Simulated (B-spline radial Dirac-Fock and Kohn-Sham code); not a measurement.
Form factor and incoherent scattering function of O²⁻

System: the O²⁻ ion, configuration [He] 2s2 2p6, inside a Watson sphere of charge +2 and radius 1.42 Å (a model of the Madelung potential; inside it an electron's potential energy is lowered by 20.3 eV).

Input file task.json (cfg lists n, l and occupation; rrms is the nuclear radius in fm):

```json
{"items": [{
  "Z": 8,
  "q": -2,
  "cfg": [[1, 0, 2], [2, 0, 2], [2, 1, 6]],
  "A": 16,
  "rrms": 2.6991,
  "watson": [2, 1.42],
  "do": ["scatter"],
  "s": [0.0, 0.07, 0.09, 0.11, 0.13, 0.15, 0.18, 0.22, 0.26, 0.31, 0.37, 0.45, 0.54, 0.64, 0.77, 0.92, 1.1, 1.32, 1.58, 1.9, 2.27, 2.72, 3.26],
  "pz": [0, 0.1, 0.2, 0.3, 0.4, 0.5, 0.6, 0.8, 1.0, 1.2, 1.4, 1.6, 1.8, 2.0, 2.5, 3.0, 4.0, 5.0, 7.0, 10.0, 15.0, 20.0, 30.0, 40.0, 60.0, 100.0],
  "hv_scatter": [1000, 5000, 10000, 17479.3, 20000, 50000, 100000, 1000000]
}]}
```

Command: `python xray_run.py task.json out`

Level of theory: configuration-average Dirac-Fock orbitals; a radial finite-basis atomic code. f₀ is the Fourier transform of the spherical electron density, S the Waller-Hartree incoherent function, and s = sin θ/λ.

```csv
s (Å⁻¹),f₀,S
0,10.000,0.000
0.07,9.189,1.098
0.09,8.729,1.660
0.11,8.218,2.242
0.13,7.683,2.812
0.15,7.146,3.352
0.18,6.372,4.093
0.22,5.449,4.951
0.26,4.672,5.673
0.31,3.897,6.401
0.37,3.204,7.048
0.45,2.571,7.621
0.54,2.123,8.017
0.64,1.826,8.298
0.77,1.604,8.554
0.92,1.446,8.792
1.1,1.297,9.040
1.32,1.127,9.296
1.58,0.936,9.529
1.9,0.727,9.723
2.27,0.534,9.852
2.72,0.366,9.931
3.26,0.235,9.972
```

f₀ starts at the number of electrons, 10, and has fallen to half at s ≈ 0.24 Å⁻¹. The sum of ⟨r²⟩ over the electrons is 24.53 bohr².

Values without a named source are computed, but for edge energies of neutral atoms, which are taken from tables.
